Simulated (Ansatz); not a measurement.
`N[Si](N)(N)Br` and `N[Si](N)(Br)Br` differ in one atom or group.

Ansatz, PBE0-D4/def2-TZVP geometries, multiplicity 1. Each molecule was computed in one conformer, which needn't be the lowest.

Scalar relativity is left out up to krypton. Spin–orbit coupling is left out; it splits and shifts lone-pair levels of the heavy atoms by tenths of an eV.

| property | `N[Si](N)(N)Br` |
| --- | --- |
| size of the dipole moment (PBE/def2-TZVPP) / D | 2.68 |
| HOMO–LUMO gap (ωB97M-V/def2-TZVPP) / eV | 11.63 |
| HOMO energy (PBE/def2-TZVPP) / eV | -5.72 |
| size of the dipole moment (ωB97M-V/def2-TZVPP) / D | 2.74 |
| LUMO energy (B3LYP/def2-TZVPP) / eV | 0.34 |
| HOMO energy (PBE0/def2-TZVPP) / eV | -7.18 |

**Question.** What does the change do to each property? (Best estimate.)

**Answer.** The calculation gave: 
```
                                          property  `N[Si](N)(Br)Br`  shift
    size of the dipole moment (PBE/def2-TZVPP) / D              2.46  -0.22
           HOMO–LUMO gap (ωB97M-V/def2-TZVPP) / eV             11.95   0.32
                 HOMO energy (PBE/def2-TZVPP) / eV             -6.43  -0.71
size of the dipole moment (ωB97M-V/def2-TZVPP) / D              2.47  -0.27
               LUMO energy (B3LYP/def2-TZVPP) / eV             -0.09  -0.43
                HOMO energy (PBE0/def2-TZVPP) / eV             -7.80  -0.62
```

With PBE0 the HOMO falls by 0.62 eV and the LUMO falls by 0.48 eV, so the gap widens by about 0.14 eV. PBE moves the HOMO by -0.71 eV and ωB97M-V by -0.49 eV. The zero-point energy changes by -66.0 kJ/mol with -6 modes. Dipoles are sizes alone; their direction can turn.

Positive LUMOs are unbound, so they and the gaps depend on the basis.

B3LYP here is the variant with VWN-RPA as its local correlation; programs differ in this.
